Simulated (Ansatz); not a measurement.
Start from `C=C(Cl)CC` and change one atom or group to get `BC(=C)Cl`.

Ansatz, PBE0-D4/def2-TZVP geometries, multiplicity 1. Each molecule was computed in one conformer, which needn't be the lowest.

| property | `C=C(Cl)CC` |
| --- | --- |
| HOMO energy (ωB97M-V/def2-TZVPP) / eV | -9.48 |
| HOMO energy (B3LYP/def2-TZVPP) / eV | -7.05 |
| HOMO energy (PBE/def2-TZVPP) / eV | -6.12 |
| ideal-gas entropy at 298 K and 1 bar (rigid rotor, harmonic PBE0-D4/def2-TZVP) / J/(mol·K) | 325 |
| HOMO energy (PBE0/def2-TZVPP) / eV | -7.28 |
| size of the dipole moment (PBE/def2-TZVPP) / D | 1.51 |

(1) Give the same properties after the change, and the shifts. (Estimate.)

## Answers

(1) Ansatz gave: 
```json
{"property": "HOMO energy (ωB97M-V/def2-TZVPP) / eV", "`BC(=C)Cl`": "-10.04", "shift": "-0.56"}
{"property": "HOMO energy (B3LYP/def2-TZVPP) / eV", "`BC(=C)Cl`": "-7.64", "shift": "-0.59"}
{"property": "HOMO energy (PBE/def2-TZVPP) / eV", "`BC(=C)Cl`": "-6.76", "shift": "-0.64"}
{"property": "ideal-gas entropy at 298 K and 1 bar (rigid rotor, harmonic PBE0-D4/def2-TZVP) / J/(mol·K)", "`BC(=C)Cl`": "296", "shift": "-29"}
{"property": "HOMO energy (PBE0/def2-TZVPP) / eV", "`BC(=C)Cl`": "-7.88", "shift": "-0.60"}
{"property": "size of the dipole moment (PBE/def2-TZVPP) / D", "`BC(=C)Cl`": "1.66", "shift": "0.15"}
```

With PBE0 the HOMO falls by 0.60 eV and the LUMO falls by 2.44 eV, so the gap narrows by about 1.84 eV. PBE moves the HOMO by -0.64 eV and ωB97M-V by -0.56 eV. The zero-point energy changes by -120.5 kJ/mol with -12 modes. Dipoles are sizes alone; their direction can turn.

B3LYP here is the variant with VWN-RPA as its local correlation; programs differ in this.
